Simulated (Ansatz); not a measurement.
A trace of molecular dynamics of C$_{2}$H$_{2}$ClFSi (7 atoms, charge 0, multiplicity 1).

All numbers below come from Ansatz, UKS PBE0/def2-SVP.

```json
{
  "ensemble": "NVE (velocity Verlet)",
  "starting velocities drawn for": "300 K",
  "seed": "12353"
}
```

```json
{"time (fs)": "0.0", "T (K)": "300", "potential energy less start (eV)": "0.000", "conserved less start (meV/atom)": "0.00"}
{"time (fs)": "3.0", "T (K)": "223", "potential energy less start (eV)": "0.050", "conserved less start (meV/atom)": "0.05"}
{"time (fs)": "6.0", "T (K)": "172", "potential energy less start (eV)": "0.083", "conserved less start (meV/atom)": "0.04"}
{"time (fs)": "9.0", "T (K)": "146", "potential energy less start (eV)": "0.100", "conserved less start (meV/atom)": "0.05"}
{"time (fs)": "12.0", "T (K)": "192", "potential energy less start (eV)": "0.070", "conserved less start (meV/atom)": "0.09"}
{"time (fs)": "15.0", "T (K)": "507", "potential energy less start (eV)": "-0.133", "conserved less start (meV/atom)": "0.05"}
{"time (fs)": "18.0", "T (K)": "809", "potential energy less start (eV)": "-0.331", "conserved less start (meV/atom)": "-0.25"}
{"time (fs)": "21.0", "T (K)": "529", "potential energy less start (eV)": "-0.146", "conserved less start (meV/atom)": "0.24"}
{"time (fs)": "24.0", "T (K)": "945", "potential energy less start (eV)": "-0.418", "conserved less start (meV/atom)": "-0.19"}
{"time (fs)": "27.0", "T (K)": "744", "potential energy less start (eV)": "-0.287", "conserved less start (meV/atom)": "0.04"}
{"time (fs)": "30.0", "T (K)": "754", "potential energy less start (eV)": "-0.293", "conserved less start (meV/atom)": "0.00"}
{"time (fs)": "33.0", "T (K)": "854", "potential energy less start (eV)": "-0.359", "conserved less start (meV/atom)": "-0.14"}
{"time (fs)": "36.0", "T (K)": "1042", "potential energy less start (eV)": "-0.479", "conserved less start (meV/atom)": "0.09"}
{"time (fs)": "39.0", "T (K)": "1533", "potential energy less start (eV)": "-0.798", "conserved less start (meV/atom)": "-0.18"}
{"time (fs)": "42.0", "T (K)": "1449", "potential energy less start (eV)": "-0.742", "conserved less start (meV/atom)": "0.12"}
{"time (fs)": "45.0", "T (K)": "1866", "potential energy less start (eV)": "-1.015", "conserved less start (meV/atom)": "-0.46"}
{"time (fs)": "48.0", "T (K)": "1939", "potential energy less start (eV)": "-1.061", "conserved less start (meV/atom)": "-0.26"}
{"time (fs)": "51.0", "T (K)": "1910", "potential energy less start (eV)": "-1.040", "conserved less start (meV/atom)": "0.07"}
{"time (fs)": "54.0", "T (K)": "2093", "potential energy less start (eV)": "-1.159", "conserved less start (meV/atom)": "-0.08"}
{"time (fs)": "57.0", "T (K)": "2060", "potential energy less start (eV)": "-1.135", "conserved less start (meV/atom)": "0.26"}
{"time (fs)": "60.0", "T (K)": "2516", "potential energy less start (eV)": "-1.436", "conserved less start (meV/atom)": "-0.50"}
{"time (fs)": "63.0", "T (K)": "2142", "potential energy less start (eV)": "-1.190", "conserved less start (meV/atom)": "0.17"}
{"time (fs)": "66.0", "T (K)": "2610", "potential energy less start (eV)": "-1.497", "conserved less start (meV/atom)": "-0.52"}
{"time (fs)": "69.0", "T (K)": "2270", "potential energy less start (eV)": "-1.272", "conserved less start (meV/atom)": "0.21"}
{"time (fs)": "72.0", "T (K)": "2485", "potential energy less start (eV)": "-1.413", "conserved less start (meV/atom)": "-0.07"}
{"time (fs)": "75.0", "T (K)": "2542", "potential energy less start (eV)": "-1.449", "conserved less start (meV/atom)": "0.00"}
{"time (fs)": "78.0", "T (K)": "2526", "potential energy less start (eV)": "-1.440", "conserved less start (meV/atom)": "-0.20"}
```

**Question.** Is this trajectory sound?

**Answer.** The conserved energy stayed within 0.61 meV per atom of its start (net change -0.2 meV per atom), so the integration is sound. The system heated up, since it started high on the potential surface and ran downhill. A run of 0.078 ps of so small a system gives no equilibrium averages. The orbitals stay closed-shell, which can raise the energy where a bond breaks towards radicals; this wasn't checked here. The time step was 0.5 fs.

Time of the run: 8.4 min on 2 threads of Arm Neoverse V1, on a shared host, peak memory 0.25 GiB.
